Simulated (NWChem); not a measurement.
Molecule: CH$_{4}$Te; SMILES C[TeH]

```xyz
6

Te    -0.0290     0.3285     0.0000
H      1.6320     0.4424     0.0000
C     -0.0073    -1.8288     0.0000
H      0.4932    -2.2013     0.9013
H      0.4848    -2.2018    -0.9058
H     -1.0576    -2.1488     0.0051
```
Atoms are numbered in this order, from 1.

Structure relaxed at the PBE0/def2-SVP level. No frequency run checked for a minimum. def2 effective core potentials on Te; no spin-orbit coupling.

Q: List the 4 lowest vertical singlet excitations from CAM-B3LYP/def2-SVPD with def2 effective core potentials on Te, TDA (NWChem).

A: 
| state | energy (eV) | oscillator strength | leading excitation (squared amplitude) |
|---|---|---|---|
| S1 | 3.84 | 0.001 | HOMO → LUMO (0.89) |
| S2 | 4.86 | 0.024 | HOMO → LUMO+1 (0.94) |
| S3 | 6.10 | 0.076 | HOMO → LUMO+4 (0.67) |
| S4 | 6.12 | 0.045 | HOMO → LUMO+2 (0.72) |
